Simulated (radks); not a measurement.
Results of a calculation; reference values are marked as such.
Ce6+, configuration [Kr] 4d10 5s2 5p4.

Code: a radial shooting solver on a logarithmic mesh with Libxc functionals. Model: scalar-relativistic Kohn-Sham, LDA (Slater exchange, VWN5 correlation), spin-polarised, spherical densities, finite nucleus; open shells are filled with parallel spins first (spin-orbit coupling, left out, can overturn this in heavy ions); Fermi nuclear charge, rms radius 4.8771 fm.

Energy parts (eV):
| part | energy |
|---|---|
| total | -240694.48 |
| kinetic | 255045.68 |
| electron-nucleus | -579213.23 |
| Hartree | 88915.37 |
| exchange-correlation | -5442.31 |

Orbitals (lengths in bohr, moments of r in powers of bohr; r(max) is where P^2 peaks):
orbital  occ.  eigenvalue (eV)   <1/r>      <r^4>   r(max)      <r>
1s up       1        -40303.10   63.28  1.780e-06  0.01576  0.02459
1s down     1        -40302.92   63.28  1.780e-06  0.01576  0.02459
2s up       1        -6520.198   14.59  0.0002939  0.08915   0.1053
2s down     1        -6520.091   14.59  0.0002939  0.08915   0.1053
2p up       3        -5851.028   13.82  0.0002148  0.07169  0.09240
2p down     3        -5850.877   13.82  0.0002148  0.07169  0.09240
3s up       1        -1465.768   5.292    0.01197   0.2550   0.2790
3s down     1        -1465.609   5.292    0.01196   0.2550   0.2790
3p up       3        -1252.862   5.014    0.01248   0.2495   0.2770
3p down     3        -1252.689   5.014    0.01248   0.2495   0.2770
3d up       5        -949.4078   4.758    0.01035   0.2051   0.2537
3d down     5        -949.2437   4.758    0.01035   0.2051   0.2537
4s up       1        -357.2666   2.224     0.3002   0.5919   0.6350
4s down     1        -356.9392   2.224     0.2994   0.5920   0.6348
4p up       3        -287.3277   2.055     0.3899   0.6174   0.6711
4p down     3        -286.9707   2.056     0.3880   0.6174   0.6706
4d up       5        -186.4416   1.802     0.6240   0.6485   0.7346
4d down     5        -185.9839   1.805     0.6163   0.6484   0.7330
5s up       1        -108.2052  0.9449      6.955    1.322    1.413
5s down     1        -106.3861  0.9473      6.971    1.318    1.412
5p up       3         -88.1312  0.8456      10.52    1.452    1.562
5p down     1         -86.2826  0.8449      10.68    1.449    1.565
4f up       0         -78.8254   1.352      2.184   0.6789   0.9232
4f down     0         -78.0113   1.363      2.097   0.6765   0.9140
6s up       0         -48.4055  0.4904      90.33    2.663    2.712
6s down     0         -47.7017  0.4841      94.00    2.685    2.741

The highest occupied level is 5p down at -86.283 eV. The density falls to 0.001 e/bohr^3 at r = 3.04 bohr. Spin moment in Bohr magnetons: 2. For comparison, the ionisation energy in NIST's Atomic Spectra Database is 91 eV (theoretical). In exact Kohn-Sham theory the highest level is minus the ionisation energy, but local and semilocal functionals leave it too shallow, through self-interaction and a potential that decays too fast; potentials with the right tail come closer.
